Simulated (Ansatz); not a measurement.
`O[B](Cl)[GaH2]` + HCl → `OB(Cl)Cl` + `[GaH3]`  (cleavage of the B–Ga bond)

Computed with Ansatz on PBE0-D4/def2-TZVP structures; ΔE is electronic, products minus reactants. CCSD(T)/CBS is the MP2 limit (def2-TZVPP, def2-QZVPP) plus CCSD(T) − MP2 in def2-TZVPP, frozen cores. This one scheme is used for every species. Functionals use def2-TZVPP. For Ga outer-core shells are correlated without core-valence functions, which leaves a few kJ/mol of doubt a bond. Scalar relativity is left out up to krypton. One conformer a species, not always the lowest.

`O[B](Cl)[GaH2]`:

Cartesian coordinates in Å:
```
O -0.296 1.440 0.961
B -0.094 0.650 -0.108
Cl -0.094 1.401 -1.731
Ga 0.220 -1.416 0.029
H -0.426 2.372 0.744
H 1.669 -2.015 0.142
H -0.979 -2.431 -0.038
```

HCl:

Z-matrix (Å, degrees):
```
Cl
H 1 1.279
```

`OB(Cl)Cl`:

```xyz
5

O     0.511   -0.872   -0.416
B     0.077    0.262    0.152
Cl    1.242    1.339    0.877
Cl   -1.635    0.677    0.178
H    -0.196   -1.406   -0.791
```

`[GaH3]`:

```xyz
4

Ga    0.000    0.000   -0.001
H     0.646   -1.236    0.718
H     0.755    1.374   -0.028
H    -1.402   -0.138   -0.689
```

```csv
level,ΔE (kJ/mol)
PBE-QIDH,-90.2
revPBE,-80.1
```

Question: What does CCSD(T)/CBS give? (An estimate is asked.)

Answer: The calculation gave: -80.5 kJ/mol. The listed levels differ from it by -9.7, 0.4 kJ/mol.

Largest T1 diagnostic among the species: 0.014.

Leaving LDA and LC-ωPBE aside and taking each functional with its dispersion term where it has one, the values, not all of them listed here, spread over 21.3 kJ/mol, from B97M-V to PBE-D4. LDA lies −4.3 kJ/mol from PBE without D4. At CCSD(T), def2-SVP lies −22.4 kJ/mol from the extrapolated value and def2-TZVPP −3.3 kJ/mol.
